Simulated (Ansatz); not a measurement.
The same redistribution along the group O, S, Se.

Program: Ansatz. Geometries: PBE0-D4/def2-TZVP. ΔE: electronic, gas phase. CCSD(T)/CBS is the MP2 limit (def2-TZVPP, def2-QZVPP) plus CCSD(T) − MP2 in def2-TZVPP, frozen cores. DFT in def2-TZVPP. def2 core potentials past Kr. For In, Se, Sn outer-core shells are correlated without core-valence functions, which leaves a few kJ/mol of doubt a bond. Scalar relativity is left out up to krypton. One conformer a species, not always the lowest.

| reaction | CCSD(T)/CBS(def2) (kJ/mol) |
| --- | --- |
| `C[O][InH2]` + `[SiH3]B[CH2][SnH3]` → `[SiH3]B[CH2][InH2]` + `C[O][SnH3]` | -5 |
| `C[S][InH2]` + `[SiH3]B[CH2][SnH3]` → `[SiH3]B[CH2][InH2]` + `C[S][SnH3]` | 9 |
| `C[Se][InH2]` + `[SiH3]B[CH2][SnH3]` → `[SiH3]B[CH2][InH2]` + `C[Se][SnH3]` | ? |

**Question.** Fill in the missing values. (Best estimate.)

**Answer.** Ansatz gave: `C[Se][InH2]` + `[SiH3]B[CH2][SnH3]` → `[SiH3]B[CH2][InH2]` + `C[Se][SnH3]`: +12.2 kJ/mol.

Largest T1 diagnostic: 0.017, for `C[O][InH2]`.
